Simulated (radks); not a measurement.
Valence configurations of the calcium ion Ca+ (all share [Ar]). Calculated with a radial shooting solver on a logarithmic mesh with Libxc functionals: Dirac Kohn-Sham, PBE, spin-unpolarised, spherical densities, finite nucleus; open shells fill j = l - 1/2 first; Fermi nuclear charge, rms radius 3.4776 fm. Energies are relative to 4s1; eigenvalues in eV.

[
 {"valence": "4s1", "E (eV)": "0.000", "e(3d3/2)": "-", "e(4p1/2)": "-", "e(4s1/2)": "-8.965"},
 {"valence": "3d0.5 4s0.5", "E (eV)": "0.515", "e(3d3/2)": "-6.838", "e(4p1/2)": "-", "e(4s1/2)": "-8.245"},
 {"valence": "3d1", "E (eV)": "1.370", "e(3d3/2)": "-5.691", "e(4p1/2)": "-", "e(4s1/2)": "-"},
 {"valence": "4s0.5 4p0.5", "E (eV)": "1.510", "e(3d3/2)": "-", "e(4p1/2)": "-6.255", "e(4s1/2)": "-9.284"},
 {"valence": "4p1", "E (eV)": "3.027", "e(3d3/2)": "-", "e(4p1/2)": "-6.545", "e(4s1/2)": "-"}
]

NIST lists [Ar] 4s1 as the ground configuration; this level of theory agrees among the configurations tried. The energies are those of spherical spin-averaged densities, not of single terms.
